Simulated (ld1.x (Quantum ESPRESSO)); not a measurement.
**bromine: RRKJ pseudisation with LDA (PZ), scalar-relativistic reference atom.**

ld1.x (Quantum ESPRESSO) 7.5 input, shortened:

```
&input
   title='Br', zed=35., rel=1, dft='PZ', iswitch=3,
   config='[Ar] 3d10 4s2 4p5 4d-2'
 /
 &inputp
   pseudotype=2, tm=.false., lloc=2,
   nlcc=.false.
 /
3
4S  1  0   2.00   0.00  1.10  1.10  0.0
4P  2  1   5.00   0.00  1.35  1.35  0.0
4D  3  2  -2.00   0.40  1.05  1.05  0.0
 &test
   configts(1)='4s2 4p5'
 /
```

All-electron outer shells of the reference configuration (LDA (PZ), scalar-relativistic, ld1.x):

| shell | level (eV) | outermost node (bohr) | outermost maximum (bohr) |
| --- | --- | --- | --- |
| 3p | -173.21 | 0.21 | 0.48 |
| 3d | -67.00 | – | 0.43 |
| 4s | -20.32 | 0.67 | 1.41 |
| 4p | -8.01 | 0.70 | 1.66 |

Task: Does the generator finish with these settings?

Result: No. ld1.x (Quantum ESPRESSO) 7.5 stopped with "compute_chi: n is too large": the Bessel-function wave could not be built (negative determinant in compute_phi), and the routine for χ then failed on it.
